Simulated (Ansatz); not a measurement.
`c1ccc(-c2ccc(-c3ccc(-c4ccc(-c5ccc(-c6ccc(-c7ccc(-c8ccc(-c9cccnc9)nc8)nc7)nc6)nc5)nc4)nc3)nc2)nc1`. Total charge 0; triplet. Geometry PBE-D4/def2-SVP, that of the neutral singlet; atoms count from 1.

Cartesian coordinates in Å:
```
C 0.975 4.546 17.647
C 0.206 5.250 16.710
C 0.239 4.853 15.369
C 1.045 3.752 14.995
C 1.132 3.268 13.594
C 2.000 2.204 13.264
C 2.077 1.754 11.948
C 1.280 2.372 10.955
C 1.306 1.952 9.535
C 2.148 0.939 9.032
C 2.102 0.606 7.678
C 1.208 1.291 6.823
C 1.099 0.989 5.378
C 1.903 0.040 4.711
C 1.723 -0.188 3.347
C 0.731 0.537 2.646
C 0.468 0.343 1.202
C -0.536 1.096 0.555
C -0.787 0.897 -0.801
C -0.031 -0.063 -1.515
C -0.249 -0.346 -2.951
C -1.210 0.315 -3.746
C -1.359 -0.032 -5.089
C -0.543 -1.049 -5.639
C -0.653 -1.492 -7.047
C 0.213 -2.491 -7.544
C 0.099 -2.911 -8.867
C -0.886 -2.330 -9.700
C -1.072 -2.730 -11.114
C -0.249 -3.664 -11.778
C -0.501 -3.989 -13.111
C -1.583 -3.375 -13.784
C -1.919 -3.670 -15.199
C -3.030 -3.043 -15.803
C -3.338 -3.331 -17.135
C -2.524 -4.241 -17.832
N -1.462 -4.849 -17.281
C -1.176 -4.565 -16.004
N -2.374 -2.477 -13.152
C -2.126 -2.171 -11.879
N -1.719 -1.374 -9.228
C -1.604 -0.978 -7.961
N 0.388 -1.678 -4.884
C 0.526 -1.339 -3.604
N 0.936 -0.782 -0.900
C 1.170 -0.584 0.396
N -0.039 1.453 3.280
C 0.140 1.668 4.582
N 0.397 2.264 7.301
C 0.447 2.575 8.594
N 0.444 3.387 11.268
C 0.376 3.811 12.529
N 1.786 3.080 15.905
C 1.748 3.468 17.183
H 0.979 4.822 18.712
H -0.415 6.105 17.019
H -0.354 5.398 14.622
H 2.598 1.754 14.071
H 2.753 0.923 11.698
H 2.847 0.403 9.691
H 2.759 -0.187 7.293
H 2.677 -0.527 5.249
H 2.354 -0.927 2.833
H -1.100 1.826 1.154
H -1.571 1.484 -1.298
H -1.850 1.104 -3.324
H -2.108 0.488 -5.704
H 0.960 -2.914 -6.857
H 0.771 -3.694 -9.247
H 0.597 -4.143 -11.262
H 0.144 -4.717 -13.622
H -3.621 -2.342 -15.196
H -4.198 -2.859 -17.633
H -2.742 -4.491 -18.886
H -0.293 -5.085 -15.592
H -2.787 -1.434 -11.393
H -2.319 -0.199 -7.644
H 1.294 -1.869 -3.014
H 1.972 -1.208 0.829
H -0.500 2.421 5.071
H -0.225 3.372 8.954
H -0.334 4.638 12.710
H 2.370 2.888 17.889
```

Single mean-field runs in def2-SVP are fitted with def2-universal-jkfit. At PBE0-D4/def2-SVP a singlet of charge 0 lies 2.59 eV below the triplet at the same geometry.

**Question.** Estimate the Mulliken populations of the heavy atoms from the PBE0/def2-SVP orbitals of Ansatz.

**Answer.** 
| atom | charge (e) | spin (α − β) |
| --- | --- | --- |
| C1 | -0.06 | 0.02 |
| C2 | 0.03 | -0.01 |
| C3 | -0.05 | 0.02 |
| C4 | 0.04 | -0.02 |
| C5 | -0.04 | 0.06 |
| C6 | 0.04 | -0.03 |
| C7 | -0.04 | 0.05 |
| C8 | 0.05 | -0.04 |
| C9 | -0.04 | 0.16 |
| C10 | 0.02 | -0.07 |
| C11 | -0.04 | 0.11 |
| C12 | 0.05 | -0.04 |
| C13 | -0.04 | 0.30 |
| C14 | 0.01 | -0.06 |
| C15 | -0.04 | 0.15 |
| C16 | 0.04 | 0.10 |
| C17 | -0.04 | 0.25 |
| C18 | 0.03 | 0.06 |
| C19 | -0.03 | 0.03 |
| C20 | 0.05 | 0.29 |
| C21 | -0.04 | 0.01 |
| C22 | 0.01 | 0.13 |
| C23 | -0.04 | -0.07 |
| C24 | 0.05 | 0.22 |
| C25 | -0.04 | -0.05 |
| C26 | 0.04 | 0.07 |
| C27 | -0.04 | -0.05 |
| C28 | 0.05 | 0.10 |
| C29 | -0.04 | -0.03 |
| C30 | 0.02 | 0.03 |
| C31 | -0.05 | -0.02 |
| C32 | 0.05 | 0.04 |
| C33 | -0.05 | -0.01 |
| C34 | 0.04 | 0.01 |
| C35 | -0.05 | -0.01 |
| C36 | 0.05 | 0.01 |
| N37 | -0.18 | -0.01 |
| C38 | 0.04 | 0.01 |
| N39 | -0.18 | -0.02 |
| C40 | 0.09 | 0.03 |
| N41 | -0.18 | -0.04 |
| C42 | 0.06 | 0.08 |
| N43 | -0.18 | -0.06 |
| C44 | 0.09 | 0.13 |
| N45 | -0.18 | -0.01 |
| C46 | 0.06 | 0.11 |
| N47 | -0.18 | 0.08 |
| C48 | 0.09 | -0.02 |
| N49 | -0.18 | 0.07 |
| C50 | 0.09 | -0.05 |
| N51 | -0.18 | 0.04 |
| C52 | 0.05 | -0.03 |
| N53 | -0.19 | 0.01 |
| C54 | 0.06 | -0.01 |
Mulliken values and Mayer orders depend strongly on the basis.

**Question.** Where does the spin sit?

**Answer.** Summed by element: C 1.98, N 0.06, H -0.05, of 2 unpaired in all. Largest on single atoms: C13 0.30, C20 0.29, C17 0.25.

**Question.** And the Mayer bond orders between bonded heavy atoms (over 0.3, the first 40 of 62)?

**Answer.** C1–C2 1.41 (1.40 Å); C1–C54 1.37 (1.41 Å); C2–C3 1.43 (1.40 Å); C3–C4 1.37 (1.41 Å); C4–C5 1.02 (1.48 Å); C4–N53 1.51 (1.35 Å); C5–C6 1.38 (1.41 Å); C5–C52 1.32 (1.41 Å); C6–C7 1.42 (1.39 Å); C7–C8 1.33 (1.42 Å); C8–C9 1.05 (1.48 Å); C8–N51 1.48 (1.35 Å); C9–C10 1.34 (1.41 Å); C9–C50 1.29 (1.42 Å); C10–C11 1.47 (1.40 Å); C11–C12 1.30 (1.41 Å); C12–C13 1.10 (1.48 Å); C12–N49 1.45 (1.35 Å); C13–C14 1.27 (1.41 Å); C13–C48 1.22 (1.42 Å); C14–C15 1.54 (1.39 Å); C15–C16 1.21 (1.41 Å); C16–C17 1.19 (1.48 Å); C16–N47 1.38 (1.35 Å); C17–C18 1.22 (1.41 Å); C17–C46 1.15 (1.42 Å); C18–C19 1.55 (1.39 Å); C19–C20 1.19 (1.42 Å); C20–C21 1.16 (1.48 Å); C20–N45 1.36 (1.35 Å); C21–C22 1.27 (1.41 Å); C21–C44 1.23 (1.42 Å); C22–C23 1.51 (1.40 Å); C23–C24 1.28 (1.41 Å); C24–C25 1.06 (1.48 Å); C24–N43 1.44 (1.35 Å); C25–C26 1.35 (1.41 Å); C25–C42 1.29 (1.42 Å); C26–C27 1.43 (1.39 Å); C27–C28 1.32 (1.42 Å).
